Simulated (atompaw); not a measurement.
Cutoff test, Co (Z = 27), PAW (atompaw)

* Element: cobalt (Co)
* Generator: atompaw 4.2.0.5
* Type: PAW
* Functional: LDA (PW92)
* Relativity: scalar-relativistic
* Frozen core: [Ne]
* Valence charge: 17
* Reference configuration: 3s2 3p6 3d7 4s2 4p0
* Partial waves: 3s (bound): rc 1.15 bohr; 4s (bound): rc 1.80 bohr; 3p (bound): rc 0.95 bohr; 4p (bound, empty): rc 1.80 bohr; 3d (bound): rc 1.80 bohr; 3d channel at 0.8 Ry: rc 1.80 bohr
* Local potential: troulliermartins scheme with l = 3 at 0.5 Ry, radius 1.60 bohr
* Core correction: smooth core density matched at 1.15 bohr
* Augmentation charge: gaussian compensation charge, radius 1.70 bohr; PAW radius 1.80 bohr; waves and projectors: custom polynom vanderbiltortho

The pseudo-atom Hamiltonian at the reference potential is diagonalised in spherical Bessel functions j_l(qr) that vanish at 20 bohr, with q² up to the cutoff. All-electron valence levels (Ry): 3s -7.4875, 4s -0.4170, 3p -4.8153, 4p -0.1019, 3d -0.6219.

Q: How do the lowest levels (Ry) of each channel move with the cutoff, and are there ghosts?

A:

```json
{"cutoff (Ry)": "8", "s #1": "-3.9143", "s #2": "-0.3578", "p #1": "-0.0974", "p #2": "0.0497", "d #1": "0.0618", "f #1": "0.1132", "Σ f·Δε (mRy)": "40357.8"}
{"cutoff (Ry)": "15", "s #1": "-6.8180", "s #2": "-0.4157", "p #1": "-0.1018", "p #2": "0.0489", "d #1": "-0.2217", "f #1": "0.1132", "Σ f·Δε (mRy)": "32424.4"}
{"cutoff (Ry)": "25", "s #1": "-7.4398", "s #2": "-0.4168", "p #1": "-2.7077", "p #2": "-0.1017", "d #1": "-0.6119", "f #1": "0.1132", "Σ f·Δε (mRy)": "12811.3"}
{"cutoff (Ry)": "40", "s #1": "-7.4867", "s #2": "-0.4170", "p #1": "-4.5876", "p #2": "-0.1019", "d #1": "-0.6207", "f #1": "0.1132", "Σ f·Δε (mRy)": "1376.2"}
{"cutoff (Ry)": "60", "s #1": "-7.4871", "s #2": "-0.4170", "p #1": "-4.8023", "p #2": "-0.1019", "d #1": "-0.6218", "f #1": "0.1132", "Σ f·Δε (mRy)": "79.3"}
{"cutoff (Ry)": "90", "s #1": "-7.4875", "s #2": "-0.4170", "p #1": "-4.8142", "p #2": "-0.1019", "d #1": "-0.6219", "f #1": "0.1132", "Σ f·Δε (mRy)": "6.7"}
{"cutoff (Ry)": "120", "s #1": "-7.4875", "s #2": "-0.4170", "p #1": "-4.8149", "p #2": "-0.1019", "d #1": "-0.6219", "f #1": "0.1132", "Σ f·Δε (mRy)": "2.5"}
{"cutoff (Ry)": "180", "s #1": "-7.4875", "s #2": "-0.4170", "p #1": "-4.8153", "p #2": "-0.1019", "d #1": "-0.6219", "f #1": "0.1132", "Σ f·Δε (mRy)": "0.2"}
{"cutoff (Ry)": "400", "s #1": "-7.4875", "s #2": "-0.4170", "p #1": "-4.8153", "p #2": "-0.1019", "d #1": "-0.6219", "f #1": "0.1132", "Σ f·Δε (mRy)": "0.0"}
```

Result: no extra level below or beside the all-electron valence levels (s, p, d, f tested); 10 mRy is reached at 80 Ry and 1 mRy at 140 Ry.
